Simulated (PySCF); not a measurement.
Working out the ionisation energy of V+

V+ [Ar] 3d4 (5D) → V(2+) [Ar] 3d3 (4F). All numbers are calculated (PySCF 2.14, the non-relativistic Hamiltonian (point nucleus), in aug-cc-pVTZ (8s7p5d3f2g, 93 functions)). Frozen: [Ar]. Energies in hartree (1 hartree = 27.21139 eV):

```
            part   V+ (lower)  V(2+) (upper)
             UHF  -942.674850    -942.186810
CCSD correlation    -0.051922      -0.021341
             (T)    -0.000915      -0.000093
```

Q: What does Hartree-Fock give?

A: (-942.186810) − (-942.674850) = 0.488040 hartree = 13.280 eV.

Q: What do CCSD and CCSD(T) give?

A: The CCSD correlation energies differ by 0.030581 hartree = 0.832 eV and the triples by 0.000822 hartree = 0.022 eV, so CCSD gives 14.112 eV and CCSD(T) 14.134 eV.

Reference: 14.634 ± 0.007 eV (measured; NIST Atomic Spectra Database, ionization energies), between the lowest levels; spin-orbit coupling is absent from the calculation.

The calculation is non-relativistic.

What remains against the reference includes basis incompleteness, the frozen core and higher excitations.
